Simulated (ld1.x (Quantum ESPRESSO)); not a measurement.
**Plane-wave convergence, TM potential for Ni (Z = 28)**

ld1.x (Quantum ESPRESSO) 7.5 input, shortened:

```
&input
   title='Ni', zed=28., rel=1, dft='PZ', iswitch=3,
   config='[Ar] 3d8.5 4s1.5 4p0'
 /
 &inputp
   pseudotype=2, tm=.true., lloc=2,
   nlcc=.false.
 /
3
3S  1  0   2.00   0.00  0.95  0.95  0.0
3P  2  1   6.00   0.00  0.85  0.85  0.0
3D  3  2   8.50   0.00  1.00  1.00  0.0
 &test
   configts(1)='3s2 3p6 3d8.5 4s1.5 4p0'
 /
```

Occupied shells without a wave of their own: 4s. They enter only through the test configuration that unscreens the potential.

The pseudo-atom Hamiltonian at the reference potential is diagonalised in spherical Bessel functions j_l(qr) that vanish at 20 bohr, with q² up to the cutoff. All-electron valence levels (Ry): 3s -7.9229, 4s -0.3877, 3p -5.0438, 4p -0.0794, 3d -0.5038.

How do the lowest levels (Ry) of each channel move with the cutoff, and are there ghosts?

```
cutoff (Ry)     s #1     s #2     p #1     p #2    p #3     d #1    d #2    f #1    f #2  Σ f·Δε (mRy)
          8  -6.6189  -0.2791  -1.3323   0.0003  0.0833   0.0640  0.1472  0.1135  0.2421       29907.5
         25  -7.6807  -0.3917  -3.9832  -0.0533  0.0576   0.0635  0.1444  0.1135  0.2421       11705.6
         50  -7.8071  -0.3937  -4.9631  -0.0764  0.0522   0.0625  0.1376  0.1135  0.2421        5562.2
        100  -7.9121  -0.3962  -5.0383  -0.0786  0.0518  -0.1598  0.0670  0.1135  0.2421        3007.5
        180  -7.9216  -0.4140  -5.0437  -0.0786  0.0518  -0.4966  0.0656  0.1135  0.2421          66.0
        400  -7.9230  -0.4149  -5.0439  -0.0786  0.0518  -0.5038  0.0656  0.1135  0.2421           0.0
```

Result: no extra level below or beside the all-electron valence levels (s, p, d, f tested); 10 mRy is reached at 230 Ry and 1 mRy at over 300 Ry.

The potential misses its own reference levels by up to 0.4 eV. Its largest configuration-test error is -2546 meV.
